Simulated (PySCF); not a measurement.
Job for PySCF: D3(BJ) and D4 dispersion corrections on ClH5OSi2 (SMILES [SiH3]O[SiH2]Cl).

```python
from pyscf import gto
from pyscf.dispersion import dftd3, dftd4

mol = gto.M(
    atom='''
    Si   -1.51601257   -0.35806977   -0.11085083
    O     0.08342638   -0.42034274   -0.37121851
    Si    1.57140311    0.16896565    0.01676443
    Cl   -2.06186297    1.54626558    0.47624433
    H    -2.22064697   -0.66327117   -1.36570277
    H    -1.89383235   -1.27499282    0.97860996
    H     1.79608246    0.04754813    1.47465720
    H     2.57165544   -0.63466579   -0.71469981
    H     1.66968747    1.58856293   -0.38370398
    ''',
    basis='def2-svp',
    charge=0, spin=0, verbose=0, max_memory=1800)
d3, d4 = {}, {}
for xc in ['hf', 'pbe', 'blyp', 'revpbe', 'tpss', 'r2scan', 'b3lyp', 'pbe0', 'bhlyp', 'camb3lyp', 'b2plyp']:
    d3[xc] = float(dftd3.DFTD3Dispersion(mol, xc=xc, version='d3bj', atm=False).get_dispersion()['energy'])
    print(f'D3(BJ) {xc:10s} {d3[xc]:14.8f} Eh')
for xc in ['hf', 'pbe', 'blyp', 'revpbe', 'tpss', 'r2scan', 'b3lyp', 'pbe0', 'bhlyp', 'camb3lyp', 'b2plyp']:
    d4[xc] = float(dftd4.DFTD4Dispersion(mol, xc={'camb3lyp': 'cam-b3lyp'}.get(xc, xc), atm=True).get_dispersion()['energy'])
    print(f'D4     {xc:10s} {d4[xc]:14.8f} Eh')
```

It printed:

```
D3(BJ) hf            -0.05841425 Eh
D3(BJ) pbe           -0.00759442 Eh
D3(BJ) blyp          -0.01701713 Eh
D3(BJ) revpbe        -0.01810912 Eh
D3(BJ) tpss          -0.00994483 Eh
D3(BJ) r2scan        -0.00220594 Eh
D3(BJ) b3lyp         -0.01411460 Eh
D3(BJ) pbe0          -0.00694960 Eh
D3(BJ) bhlyp         -0.01180337 Eh
D3(BJ) camb3lyp      -0.00688523 Eh
D3(BJ) b2plyp        -0.00707044 Eh
D4     hf            -0.02612189 Eh
D4     pbe           -0.00790643 Eh
D4     blyp          -0.01710197 Eh
D4     revpbe        -0.02186165 Eh
D4     tpss          -0.01065038 Eh
D4     r2scan        -0.00190568 Eh
D4     b3lyp         -0.01284992 Eh
D4     pbe0          -0.00675475 Eh
D4     bhlyp         -0.01053058 Eh
D4     camb3lyp      -0.00696279 Eh
D4     b2plyp        -0.00553484 Eh
```

The run finished.

Cost: around 0.05 core-seconds (rough).
